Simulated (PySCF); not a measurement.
C₂H₆N, SMILES [NH]CC (connectivity only; charge and spin as stated), charge -1, multiplicity 1.

Geometry optimised at PBE-D3(BJ)/def2-SVPD. The spin state was assumed, not searched. The isomer is the one that the SMILES or the coordinates give; other isomers of the formula were not compared. Other conformers were not sampled.

These are PBE-D3(BJ)/def2-SVPD (PySCF) values and carry that method's errors.

No scaling factor is applied to the harmonic values.

**Question.** Estimate the vibrational spectrum. (Estimate from the structure and the level; the computed values follow.)

**Answer.** 
```tsv
mode	ν (cm⁻¹)	IR (km/mol)	Raman (Å⁴/amu)	depolarisation	moving atoms (share of kinetic energy)
1	257	3.5	3.3	0.71	H 90 %
2	319	77.7	68.7	0.61	H 92 %
3	416	32.8	11.1	0.71	N 37 %, H 33 %, C 31 %
4	751	5.3	5.6	0.48	H 91 %, C 8 %
5	793	19.8	74.9	0.69	C 49 %, H 43 %, N 8 %
6	978	10.4	26.7	0.47	H 66 %, C 34 %
7	994	75.5	11.3	0.45	H 54 %, C 36 %, N 9 %
8	1105	115.2	52.7	0.75	N 40 %, C 38 %, H 22 %
9	1198	2.6	6.8	0.33	H 73 %, C 25 %
10	1254	2.9	44.8	0.66	H 78 %, C 22 %
11	1272	37.9	112.9	0.27	H 75 %, C 22 %
12	1286	12.9	13.1	0.75	H 87 %
13	1354	24.8	109.3	0.49	H 92 %, C 8 %
14	1363	5.4	32.3	0.70	H 96 %
15	1397	1.0	20.9	0.16	H 94 %
16	2473	668.9	855.6	0.73	H 94 %
17	2769	175.6	259.0	0.73	H 93 %
18	2814	270.5	147.1	0.27	H 96 %
19	2956	71.5	59.4	0.34	H 93 %
20	2998	53.9	41.7	0.73	H 91 %, C 9 %
21	3295	108.6	223.2	0.44	H 94 %
```
